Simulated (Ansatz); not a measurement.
Geometry optimisation, Ansatz 0.2.0, RHF/6-31G*.

input.yaml

```yaml
crystal:
  periodic: [false, false, false]
  atoms:
    - { symbol: C, position_ang: [-0.433, 1.0007, -0.1912] }
    - { symbol: O, position_ang: [0.7867, 0.4248, -0.0754] }
    - { symbol: Si, position_ang: [0.9599, -0.7408, 1.0735] }
    - { symbol: O, position_ang: [0.5645, -2.1742, 0.4416] }
    - { symbol: H, position_ang: [-0.4191, 1.7765, -1.0266] }
    - { symbol: H, position_ang: [-0.7621, 1.5876, 0.7153] }
    - { symbol: H, position_ang: [-1.2256, 0.3167, -0.468] }
    - { symbol: H, position_ang: [0.6207, -2.2484, -0.525] }
basis:
  gaussian: { orbitals: "6-31G*" }
hamiltonian:
  xc: hf
relax:
  f_tol: 0.02
  max_steps: 50
output:
  orbitals: {}
```

Run as:

```bash
$ ansatz run input.yaml --threads 1 --pin off --max-ram 2048MiB --backend cpu --events-out ev --progress --plain --runs-dir out
```

Question: Where does it end, and by what steps?

Answer: It converged. After 11 steps the energy has fallen by 0.681 eV; O2 moved furthest, 0.97 Å.

```tsv
step	energy less start (eV)	largest force component (eV/Å)	accepted
0	0.0000	3.661	yes
1	-0.2726	2.018	yes
2	-0.3632	0.816	yes
3	-0.4089	0.206	yes
4	-0.4556	0.233	yes
5	-0.4895	0.772	yes
6	-0.6126	0.584	yes
7	-0.6581	0.318	yes
8	-0.6651	0.613	yes
9	-0.6791	0.128	yes
10	-0.6774	0.147	no
11	-0.6815	0.010	yes
```

```xyz
8
Properties=species:S:1:pos:R:3
C -0.595 1.128 -0.230
O 0.008 -0.139 -0.177
Si 0.785 -0.803 1.116
O 1.210 -2.240 0.448
H -0.146 1.705 -1.029
H -0.475 1.673 0.702
H -1.652 1.016 -0.433
H 0.958 -2.396 -0.455
```

Time of the run: 12 s on 1 thread of Intel(R) Xeon(R) Platinum 8488C (Sapphire Rapids), with other jobs on the host, peak memory 0.14 GiB.
